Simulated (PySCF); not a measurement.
H8Ge3, triplet, at the geometry of the source list (a higher spin typed on purpose: for a closed-shell molecule this is an excited state); DF-PBE/STO-3G run with PySCF.

PySCF was given this input:
```python
from pyscf import gto, scf, dft

mol = gto.Mole()
mol.atom = '''
    Ge    1.91820000    0.70760000    0.01160000
    Ge    0.17420000   -0.90890000   -0.11660000
    Ge   -2.04040000   -0.04920000    0.09770000
    H     3.29610000    0.13130000   -0.14250000
    H     1.80280000    1.75090000   -1.06180000
    H     1.95010000    1.47700000    1.29810000
    H     0.39910000   -1.98870000    0.90740000
    H     0.28080000   -1.65970000   -1.42580000
    H    -2.40720000    0.86230000   -1.03630000
    H    -2.25940000    0.77500000    1.33260000
    H    -3.11430000   -1.09770000    0.13560000
'''
mol.basis = 'sto-3g'
mol.spin = 2
mol.verbose = 4
mol.build()

mf = dft.UKS(mol)
mf.xc = 'pbe'
mf = mf.density_fit(auxbasis='def2-universal-jkfit')
mf.kernel()
mf.analyze()
```

Problem. Predict the main parts of the log of this PySCF run.

Solution. 
```
PySCF version 2.14.0

[INPUT] verbose = 4
[INPUT] num. atoms = 11
[INPUT] num. electrons = 104
[INPUT] charge = 0
[INPUT] spin (= nelec alpha-beta = 2S) = 2
[INPUT] symmetry False subgroup None
[INPUT] Mole.unit = angstrom
[INPUT] Symbol           X                Y                Z      unit          X                Y                Z       unit  Magmom
[...]
nuclear repulsion = 757.010454490354
number of shells = 32
number of NR pGTOs = 186
number of NR cGTOs = 62
basis = sto-3g
ecp = {}

******** <class 'pyscf.df.df_jk.DFUKS'> ********
method = DFUKS
initial guess = minao
damping factor = 0
level_shift factor = 0
DIIS = <class 'pyscf.scf.diis.CDIIS'>
diis_start_cycle = 1
diis_space = 8
diis_damp = 0
SCF conv_tol = 1e-09
SCF conv_tol_grad = None
SCF max_cycles = 50
direct_scf = False
number electrons alpha = 53  beta = 51
XC library pyscf.dft.libxc version 7.1.2
    S. Lehtola, C. Steigemann, M. J. T. Oliveira, and M. A. L. Marques,  SoftwareX 7, 1–5 (2018)
XC functionals = pbe
    J. P. Perdew, K. Burke, and M. Ernzerhof,  Phys. Rev. Lett. 77, 3865 (1996)
    J. P. Perdew, K. Burke, and M. Ernzerhof,  Phys. Rev. Lett. 78, 1396 (1997)
    J. P. Perdew, K. Burke, and M. Ernzerhof,  Phys. Rev. Lett. 77, 3865 (1996)
    J. P. Perdew, K. Burke, and M. Ernzerhof,  Phys. Rev. Lett. 78, 1396 (1997)
radial grids:
    Treutler-Ahlrichs [JCP 102, 346 (1995); DOI:10.1063/1.469408] (M4) radial grids

becke partition: Becke, JCP 88, 2547 (1988); DOI:10.1063/1.454033
pruning grids: <function nwchem_prune>
grids dens level: 3
symmetrized grids: False
atomic radii adjust function: <function treutler_atomic_radii_adjust>
small_rho_cutoff = 0
Set gradient conv threshold to 3.16228e-05
tot grids = 140384
init E= -6155.7984773585

cycle= 1 E= -6162.11838984603  delta_E= -6.32  |g|= 0.67  |ddm|= 3.34
cycle= 2 E= -6118.02615567826  delta_E= 44.1  |g|= 10.9  |ddm|= 9.22

cycle= 3 E= -6159.85629536991  delta_E= -41.8  |g|= 2.37  |ddm|= 7.79

cycle= 4 E= -6161.49856120504  delta_E= -1.64  |g|= 1.25  |ddm|= 4.31

cycle= 5 E= -6162.10958501048  delta_E= -0.611  |g|= 0.707  |ddm|= 2.93

cycle= 6 E= -6161.87843723981  delta_E= 0.231  |g|= 0.837  |ddm|= 1.81

cycle= 7 E= -6162.23583509041  delta_E= -0.357  |g|= 0.601  |ddm|= 2.01

cycle= 8 E= -6162.57594959353  delta_E= -0.34  |g|= 0.255  |ddm|= 0.923

cycle= 9 E= -6162.58988468956  delta_E= -0.0139  |g|= 0.187  |ddm|= 1.39

cycle= 10 E= -6162.36761009116  delta_E= 0.222  |g|= 0.488  |ddm|= 1.51

cycle= 11 E= -6162.61818230631  delta_E= -0.251  |g|= 0.135  |ddm|= 1.22

cycle= 12 E= -6162.61092564903  delta_E= 0.00726  |g|= 0.16  |ddm|= 1.37

cycle= 13 E= -6162.62046038168  delta_E= -0.00953  |g|= 0.119  |ddm|= 0.234

cycle= 14 E= -6162.6166597977  delta_E= 0.0038  |g|= 0.131  |ddm|= 1.32

cycle= 15 E= -6162.63343113329  delta_E= -0.0168  |g|= 0.051  |ddm|= 1.28

cycle= 16 E= -6162.60538943744  delta_E= 0.028  |g|= 0.172  |ddm|= 1.33

cycle= 17 E= -6162.62159976237  delta_E= -0.0162  |g|= 0.114  |ddm|= 1.27

cycle= 18 E= -6162.63251163504  delta_E= -0.0109  |g|= 0.0364  |ddm|=  1.3

cycle= 19 E= -6162.63258056053  delta_E= -6.89e-05  |g|= 0.0437  |ddm|= 1.34

cycle= 20 E= -6162.6345581946  delta_E= -0.00198  |g|= 0.0267  |ddm|= 0.351

cycle= 21 E= -6162.62728139118  delta_E= 0.00728  |g|= 0.0682  |ddm|= 1.31

cycle= 22 E= -6162.61867440719  delta_E= 0.00861  |g|= 0.122  |ddm|= 1.35

cycle= 23 E= -6162.6320929785  delta_E= -0.0134  |g|= 0.0402  |ddm|= 1.33

cycle= 24 E= -6162.63490238257  delta_E= -0.00281  |g|= 0.0319  |ddm|= 1.29

cycle= 25 E= -6162.63510267374  delta_E= -0.0002  |g|= 0.0289  |ddm|= 0.264

cycle= 26 E= -6162.63494729084  delta_E= 0.000155  |g|= 0.0314  |ddm|= 0.0696

cycle= 27 E= -6162.63068699723  delta_E= 0.00426  |g|= 0.0495  |ddm|=  1.3

cycle= 28 E= -6162.6325815222  delta_E= -0.00189  |g|= 0.0431  |ddm|= 0.691

cycle= 29 E= -6162.63500751408  delta_E= -0.00243  |g|= 0.0232  |ddm|= 1.16

cycle= 30 E= -6162.63373048197  delta_E= 0.00128  |g|= 0.0397  |ddm|= 0.926

cycle= 31 E= -6162.63421288739  delta_E= -0.000482  |g|= 0.0292  |ddm|= 0.199

cycle= 32 E= -6162.62600201637  delta_E= 0.00821  |g|= 0.0819  |ddm|= 1.34

cycle= 33 E= -6162.62958326601  delta_E= -0.00358  |g|= 0.0557  |ddm|= 0.163

cycle= 34 E= -6162.62945763598  delta_E= 0.000126  |g|= 0.0582  |ddm|= 0.291

cycle= 35 E= -6162.6332875813  delta_E= -0.00383  |g|= 0.0411  |ddm|= 1.05

cycle= 36 E= -6162.61969049292  delta_E= 0.0136  |g|= 0.109  |ddm|= 1.34

cycle= 37 E= -6162.62884840761  delta_E= -0.00916  |g|= 0.0688  |ddm|= 0.87

cycle= 38 E= -6162.63024394426  delta_E= -0.0014  |g|= 0.0684  |ddm|= 1.34

cycle= 39 E= -6162.63462462793  delta_E= -0.00438  |g|= 0.034  |ddm|= 0.445

cycle= 40 E= -6162.62470761436  delta_E= 0.00992  |g|= 0.102  |ddm|= 1.24

cycle= 41 E= -6162.63202378523  delta_E= -0.00732  |g|= 0.0426  |ddm|= 0.226

cycle= 42 E= -6162.63480763953  delta_E= -0.00278  |g|= 0.0233  |ddm|= 1.25

cycle= 43 E= -6162.6323754214  delta_E= 0.00243  |g|= 0.0446  |ddm|= 1.18

cycle= 44 E= -6162.63018544359  delta_E= 0.00219  |g|= 0.0659  |ddm|= 1.29

cycle= 45 E= -6162.63435894989  delta_E= -0.00417  |g|= 0.0206  |ddm|= 0.401

cycle= 46 E= -6162.62801725572  delta_E= 0.00634  |g|= 0.0736  |ddm|= 1.32

cycle= 47 E= -6162.63419275968  delta_E= -0.00618  |g|= 0.0318  |ddm|= 1.01

cycle= 48 E= -6162.63469636871  delta_E= -0.000504  |g|= 0.0244  |ddm|= 0.626

cycle= 49 E= -6162.63531895944  delta_E= -0.000623  |g|= 0.0224  |ddm|= 0.683

cycle= 50 E= -6162.62988385457  delta_E= 0.00544  |g|= 0.055  |ddm|= 1.24
SCF not converged.
SCF energy = -6162.62988385457 after 50 cycles  <S^2> = 2.0013519  2S+1 = 3.0009011
**** SCF Summaries ****
Total Energy =                       -6162.629883854574473
Nuclear Repulsion Energy =             757.010454490354164
One-electron Energy =               -10139.199251287933293
Two-electron Energy =                 3219.558912943004998
Two-electron Coulomb Energy =         3459.859875627989823
DFT Exchange-Correlation Energy =     -240.300962684984881
**** MO energy ****
                             alpha | beta                alpha | beta
[...]
To work with the spin densities directly, `use mulliken_meta_spin()` only printing them here.

 ** Mulliken spin pop alpha/beta on meta-lowdin orthogonal AOs **
 ** Mulliken Spin Density (per AO)  **
spin_pop of  0 Ge 1s        0.00000
spin_pop of  0 Ge 2s        0.00001
spin_pop of  0 Ge 3s        0.00002
spin_pop of  0 Ge 4s        0.08553
spin_pop of  0 Ge 2px       0.00000
spin_pop of  0 Ge 2py       0.00000
spin_pop of  0 Ge 2pz       0.00000
spin_pop of  0 Ge 3px       0.00011
spin_pop of  0 Ge 3py       0.00027
spin_pop of  0 Ge 3pz       0.00004
spin_pop of  0 Ge 4px       0.04786
spin_pop of  0 Ge 4py       0.17831
spin_pop of  0 Ge 4pz       0.02903
spin_pop of  0 Ge 3dxy      0.04980
spin_pop of  0 Ge 3dyz      0.11213
spin_pop of  0 Ge 3dz^2     0.02734
spin_pop of  0 Ge 3dxz      0.00277
spin_pop of  0 Ge 3dx2-y2    0.01171
spin_pop of  1 Ge 1s        0.00000
spin_pop of  1 Ge 2s        0.00002
spin_pop of  1 Ge 3s        0.00006
spin_pop of  1 Ge 4s        0.17996
spin_pop of  1 Ge 2px      -0.00000
spin_pop of  1 Ge 2py       0.00000
spin_pop of  1 Ge 2pz       0.00000
spin_pop of  1 Ge 3px       0.00003
spin_pop of  1 Ge 3py       0.00040
spin_pop of  1 Ge 3pz       0.00006
spin_pop of  1 Ge 4px       0.00765
spin_pop of  1 Ge 4py       0.25954
spin_pop of  1 Ge 4pz       0.05099
spin_pop of  1 Ge 3dxy      0.07385
spin_pop of  1 Ge 3dyz      0.18117
spin_pop of  1 Ge 3dz^2     0.02081
spin_pop of  1 Ge 3dxz      0.00229
spin_pop of  1 Ge 3dx2-y2    0.02456
spin_pop of  2 Ge 1s        0.00000
spin_pop of  2 Ge 2s        0.00001
spin_pop of  2 Ge 3s        0.00003
spin_pop of  2 Ge 4s        0.09011
spin_pop of  2 Ge 2px       0.00000
spin_pop of  2 Ge 2py       0.00000
spin_pop of  2 Ge 2pz       0.00000
spin_pop of  2 Ge 3px       0.00023
spin_pop of  2 Ge 3py       0.00015
spin_pop of  2 Ge 3pz       0.00004
spin_pop of  2 Ge 4px       0.10098
spin_pop of  2 Ge 4py       0.10057
spin_pop of  2 Ge 4pz       0.02866
spin_pop of  2 Ge 3dxy      0.07647
spin_pop of  2 Ge 3dyz      0.05346
spin_pop of  2 Ge 3dz^2     0.03366
spin_pop of  2 Ge 3dxz      0.01964
spin_pop of  2 Ge 3dx2-y2    0.01143
spin_pop of  3 H 1s        0.04886
spin_pop of  4 H 1s        0.01351
spin_pop of  5 H 1s       -0.00914
spin_pop of  6 H 1s        0.03259
spin_pop of  7 H 1s       -0.00685
spin_pop of  8 H 1s        0.00810
spin_pop of  9 H 1s       -0.01078
spin_pop of  10 H 1s        0.06194
 ** Mulliken Spin Density (per atom)  **
spin density of  0 Ge =      0.54494
spin density of  1 Ge =      0.80139
spin density of  2 Ge =      0.51544
spin density of  3 H =      0.04886
spin density of  4 H =      0.01351
spin density of  5 H =     -0.00914
spin density of  6 H =      0.03259
spin density of  7 H =     -0.00685
spin density of  8 H =      0.00810
spin density of  9 H =     -0.01078
spin density of  10 H =      0.06194
 ** Mulliken pop alpha/beta on meta-lowdin orthogonal AOs **
 ** Mulliken pop       alpha | beta **
In total            53.00000 | 51.00000
 ** Mulliken atomic charges   ( Nelec_alpha | Nelec_beta ) **
charge of  0Ge =      0.18079  (    16.18207     15.63713 )
charge of  1Ge =      0.14618  (    16.32761     15.52622 )
charge of  2Ge =      0.10232  (    16.20656     15.69112 )
charge of  3H =     -0.08673  (     0.56779      0.51893 )
charge of  4H =     -0.03650  (     0.52501      0.51149 )
charge of  5H =     -0.05755  (     0.52420      0.53334 )
charge of  6H =     -0.01934  (     0.52597      0.49338 )
charge of  7H =     -0.05857  (     0.52586      0.53271 )
charge of  8H =     -0.04205  (     0.52508      0.51697 )
charge of  9H =     -0.05948  (     0.52435      0.53513 )
charge of  10H =     -0.06908  (     0.56551      0.50357 )
Dipole moment(X, Y, Z, Debye):  0.57538, -0.20253, -0.08509
```

Convergence was not reached.
